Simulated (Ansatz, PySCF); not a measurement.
Gas-phase reaction in SMILES: O=CC=O + 2 C (CH4) → 2 C=O (CH2O) + CC (C2H6) [ethane]
Structures are relaxed separately at B3LYP-D3(BJ)/def2-TZVP in Ansatz (an electronic-structure program), one conformer each, not searched for the lowest. Unstable Hartree-Fock reference: O=CC=O.

Wanted: bond separation energy (enthalpy at 298 K, with B3LYP-D3(BJ) rigid-rotor harmonic-oscillator terms from PySCF), in kcal/mol. Valence correlation only, unless marked. No spin-orbit coupling. No relativistic terms. CBS(X,Y): correlation extrapolated as X^-3; Hartree-Fock from the larger set. [CCSD(T)-MP2]/basis is that difference in the basis named.

From measured enthalpies of formation at 298 K: 14.2 kcal/mol (O=CC=O -50.8, ATcT 1.112; C (CH4) -17.8, ATcT 1.112; C=O (CH2O) -26.1, ATcT 1.112; CC (C2H6) -20.0, ATcT 1.112). It holds spin-orbit effects, and any other conformers, which the calculations lack, and core correlation, which the frozen-core levels lack.

```
level                                                     program  bond separation energy (kcal/mol)  error against measurement
-------------------------------------------------  --------------  ---------------------------------  -------------------------
HF/6-31G                                                   Ansatz                               14.9                        0.7
HF/aug-cc-pVDZ                                             Ansatz                               11.6                       -2.6
HF/cc-pVDZ                                                 Ansatz                               12.8                       -1.4
HF/aug-cc-pVTZ                                             Ansatz                               12.2                       -2.0
HF-D4/def2-TZVPD                                    PySCF + dftd4                               12.2                       -2.0
SVWN5/def2-TZVPD                                           Ansatz                               16.1                        1.9
BLYP-D4/def2-TZVPD                                 Ansatz + dftd4                               14.8                        0.6
BLYP/def2-TZVPD                                            Ansatz                               14.7                        0.5
revPBE/def2-TZVPD                                          Ansatz                               14.4                        0.2
r2SCAN-D3(BJ)/def2-TZVPD                           Ansatz + dftd3                               15.8                        1.6
B3LYP-D4/def2-TZVPD                                Ansatz + dftd4                               14.3                        0.1
B3LYP/def2-TZVPD                                           Ansatz                               14.2                        0.0
PBE0/def2-TZVPD                                            Ansatz                               14.1                       -0.1
PBE0/def2-QZVPP                                            Ansatz                               14.2                        0.0
BHLYP-D4/def2-TZVPD                                Ansatz + dftd4                               13.7                       -0.5
B2GP-PLYP-D3(BJ)/def2-TZVPD                        Ansatz + dftd3                               14.2                        0.0
PBE-QIDH/def2-TZVPD                                        Ansatz                               13.8                       -0.4
CCSD/STO-3G                                                Ansatz                               11.9                       -2.3
CCSD(T)/6-31G                                              Ansatz                               14.6                        0.4
CCSD(T)/aug-cc-pVDZ                                        Ansatz                               12.9                       -1.3
RI-MP2/CBS(cc-pVTZ,cc-pVQZ)+[CCSD(T)-MP2]/cc-pVTZ          Ansatz                               13.8                       -0.4
```
